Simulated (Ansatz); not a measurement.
Reactions of C2H7NSn (`C[C](=N)[SnH3]`).

Gas-phase electronic energies from Ansatz, PBE0-D4/def2-TZVP geometries. CBS: MP2 limit from def2 TZ/QZ plus the TZ coupled-cluster correction, frozen cores. def2 core potentials past Kr. For Ge, Sn outer-core shells are correlated without core-valence functions, which leaves a few kJ/mol of doubt a bond. Scalar relativity is left out up to krypton. One conformer a species, not always the lowest.

Problem. Order these by ΔE at CCSD(T)/CBS, lowest first. (An estimate is asked.)
A. `C[C](=N)[SnH3]` + CH₃NH₂ → `C[NH][SnH3]` + `CC=N`
B. `C[C](=N)[SnH3]` + `OC(O)[SiH3]` → `O[CH]([SiH3])[SnH3]` + `CC(=N)O`
C. `C[C](=N)[SnH3]` + `O=C[SiH2][SiH3]` → `[SiH3][SiH2][SnH3]` + `CC(=N)C=O`
D. `C[C](=N)[SnH3]` + `C[O][GeH]([NH2])[Cl]` → `C[NH][GeH]([Cl])[O]C` + `N=[CH][SnH3]`

Solution. C (-0.83 eV), B (-0.56 eV), A (-0.11 eV), D (+0.69 eV).

Largest T1 diagnostic: 0.016, for `O=C[SiH2][SiH3]`.
